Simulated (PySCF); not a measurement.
CH7ClFNSi2, SMILES C[Si@](F)(Cl)N[SiH3].

Geometry: PBE0-D3(BJ)/def2-SVP. The structure was generated by enumeration; whether it is a known compound was not checked. The values are those of a single conformer.

Two levels are set side by side: PBE/def2-TZVP (PySCF) and ωB97X/def2-TZVP (PySCF). Same geometry, gas phase. Differences are taken from unrounded values.

| quantity | ωB97X |
|---|---|
| orbital gap (eV) | 12.54 |
| highest occupied level (eV) | -10.52 |
| lowest empty level (eV) | 2.02 |
| dipole moment (D) | 2.00 |
| mean polarisability (bohr³) | 77.4 |

**Question.** What does PBE give, and how far is it from ωB97X? (The exact figures need the calculation; the answer reports its results.)

**Answer.** 
```json
[
 {"quantity": "orbital gap (eV)", "PBE": "5.89", "PBE minus ωB97X": "-6.65"},
 {"quantity": "highest occupied level (eV)", "PBE": "-6.69", "PBE minus ωB97X": "3.83"},
 {"quantity": "lowest empty level (eV)", "PBE": "-0.81", "PBE minus ωB97X": "-2.83"},
 {"quantity": "dipole moment (D)", "PBE": "1.86", "PBE minus ωB97X": "-0.13"},
 {"quantity": "mean polarisability (bohr³)", "PBE": "81.9", "PBE minus ωB97X": "4.5"}
]
```

PBE's occupied levels lie high since its potential decays too fast outside the molecule; exact exchange lowers them and widens the gap. Loosely held outer electrons make PBE densities more polarisable. Differences between two approximate levels are no errors against the true value.

Rough cost on one machine, each run with all the roots and properties that it gave: ωB97X against PBE within a factor of 2.
